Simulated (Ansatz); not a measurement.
O$_{2}$Si (SMILES O=[Si]=O), singlet, geometry from GFN2-xTB; Ansatz (an electronic-structure program) with PBE0/aug-cc-pVDZ.

Ansatz was given this input:
Ansatz 0.2 input:
```yaml
crystal:
  periodic: [false, false, false]
  atoms:
    - {symbol: O, position_ang: [-0.00000000, -0.00000000, -1.49108470]}
    - {symbol: Si, position_ang: [0.00000000, 0.00000000, 0.00000000]}
    - {symbol: O, position_ang: [0.00000000, 0.00000000, 1.49108470]}
basis:
  gaussian:
    orbitals: aug-cc-pVDZ
hamiltonian:
  xc: pbe0
```

Output, abridged:

```
Functional definition: PBE0
690 factors; their error is unknown
mean field evaluation 1: about -11951.3696 eV, gradient 8.1e1 eV
mean field evaluation 2: about -11906.0922 eV, gradient 1.6e2 eV
mean field evaluation 4: about -11963.7647 eV, gradient 2.0e0 eV
mean field evaluation 8: about -11963.8338 eV, gradient 9.3e-3 eV
mean field -11963.83382070 eV, -439.6627835330 hartree, gradient 3.2e-6 eV, S^2 0.000000; 0 other end points of the search recorded, 0 dependent functions left out
reference -11963.83385134 eV, -439.6627846589 hartree; 15, 15 occupied and 58, 58 virtual orbitals, 690 factors
Total energy: -11963.83385134 eV, -439.6627846589 hartree
```
